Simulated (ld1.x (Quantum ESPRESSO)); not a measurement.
# An all-electron radial function and its pseudo partner (hafnium)

Columns: radius, all-electron u(r) and pseudo u(r) of the 5d shell (level -27.91 eV) of hafnium in the configuration [Xe] 4f14 5d1 6s0 6p0; PBEsol, non-relativistic, TM scheme, ld1.x (Quantum ESPRESSO) 7.5.

```tsv
r (bohr)	all-electron	pseudo
0.163	0.1751	0.0051
0.325	-0.2805	0.0380
0.488	-0.2991	0.1165
0.650	-0.0315	0.2393
0.813	0.2669	0.3903
0.975	0.5012	0.5404
1.138	0.6600	0.6655
1.300	0.7511	0.7490
1.463	0.7907	0.7891
1.625	0.7928	0.7923
1.788	0.7686	0.7686
1.950	0.7277	0.7277
2.113	0.6762	0.6762
2.275	0.6199	0.6199
2.438	0.5616	0.5616
2.600	0.5045	0.5045
2.763	0.4494	0.4494
2.925	0.3980	0.3980
3.088	0.3502	0.3502
3.250	0.3068	0.3068
3.413	0.2672	0.2672
3.575	0.2319	0.2319
3.738	0.2004	0.2004
3.900	0.1726	0.1726
4.063	0.1480	0.1480
4.225	0.1266	0.1266
```

Question: How many radial nodes do the two functions have?

Answer: The all-electron 5d function has n − l − 1 = 2; the pseudo-wave has 0, since the states of the same l below it are removed with the core.

Question: At about which radius was the pseudo-wave matched?

Answer: 2.05 bohr. The columns agree to 0.0005 from 1.62 bohr on; several derivatives are matched, so the curves merge somewhat inside the radius.

Question: Is the pseudo-wave norm-conserving?

Answer: Yes: the TM scheme keeps the norm inside the radius equal to the all-electron one, which fixes the energy derivative of the logarithmic derivative at the level.
